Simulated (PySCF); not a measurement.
BF₃H₃P.
SMILES with atom numbers: `[BH3-:1][P+:2]([F:3])([F:4])[F:5]` (hydrogens: H6, H7, H8 on B1)

Cartesian coordinates in Å at the PBE0-D3(BJ)/def2-SVP level; atoms count from 1:
```
atom  x, y, z in Å
B1     1.0973   -0.0331    0.0716
P2    -0.7321    0.0151   -0.0602
F3    -1.4198   -0.8672   -1.1628
F4    -1.4070    1.3993   -0.3668
F5    -1.5730   -0.4244    1.1909
H6     1.3224   -1.2039    0.3116
H7     1.3135    0.7374    0.9888
H8     1.4524    0.3573   -1.0252
```

Jobs on this species (8 atoms, 50 electrons) with PySCF (density fitting). Hardware of each: Arm Neoverse N1, one thread, no GPU, shared host. Times come from a shared host and carry two figures at best. Peak memory is the resident size of the whole Python process, interpreter and libraries included.

| level and settings | work | basis functions | SCF cycles | wall time | peak memory |
| --- | --- | --- | --- | --- | --- |
| delta-SCF UKS PBE0, pcX-2 on the ionised atom, pcseg-1 elsewhere, spin-free X2C | ΔSCF core ionisation, 4 holes | 131 | ? | ? | ? |
| delta-SCF UKS SCAN, def2-TZVP on the ionised atom, pcseg-1 elsewhere, spin-free X2C | ΔSCF core ionisation, 4 holes | 108 | ? | ? | ? |
| delta-SCF UKS CAM-B3LYP, pcX-2 on the ionised atom, pcseg-1 elsewhere, spin-free X2C | ΔSCF core ionisation, 4 holes | 131 | ? | ? | ? |
| delta-SCF UKS SCAN, pcX-1 on the ionised atom, pcseg-1 elsewhere, spin-free X2C | ΔSCF core ionisation, 4 holes | 111 | 63 | 18 s | 0.36 GiB |
| delta-SCF UKS B3LYP, pcX-2 on the ionised atom, pcseg-1 elsewhere, spin-free X2C | ΔSCF core ionisation, 4 holes | 131 | 54 | 27 s | 0.46 GiB |
| delta-SCF UKS SCAN, cc-pCVTZ on the ionised atom, pcseg-1 elsewhere, spin-free X2C | ΔSCF core ionisation, 4 holes | 130 | 62 | 24 s | 0.38 GiB |
| delta-SCF UKS SCAN, unc-def2-TZVP on the ionised atom, pcseg-1 elsewhere, spin-free X2C | ΔSCF core ionisation, 4 holes | 134 | 62 | 23 s | 0.40 GiB |
| delta-SCF UKS HF, pcX-2 on the ionised atom, pcseg-1 elsewhere, spin-free X2C | ΔSCF core ionisation, 4 holes | 131 | 54 | 15 s | 0.47 GiB |
| delta-SCF UKS TPSS, pcX-2 on the ionised atom, pcseg-1 elsewhere, spin-free X2C | ΔSCF core ionisation, 4 holes | 131 | 59 | 23 s | 0.47 GiB |

Question: Fill in the missing figures.

Answer: 
- delta-SCF UKS PBE0, pcX-2 on the ionised atom, pcseg-1 elsewhere, spin-free X2C; ΔSCF core ionisation, 4 holes: 26 s, 0.47 GiB, 52 SCF cycles
- delta-SCF UKS SCAN, def2-TZVP on the ionised atom, pcseg-1 elsewhere, spin-free X2C; ΔSCF core ionisation, 4 holes: 20 s, 0.38 GiB, 62 SCF cycles
- delta-SCF UKS CAM-B3LYP, pcX-2 on the ionised atom, pcseg-1 elsewhere, spin-free X2C; ΔSCF core ionisation, 4 holes: 32 s, 0.57 GiB, 50 SCF cycles

Question: What do all jobs in the table cost together?

Answer: About 3.5 min; the longest takes about 15 % of that, and about 2.1 times as long as the shortest.
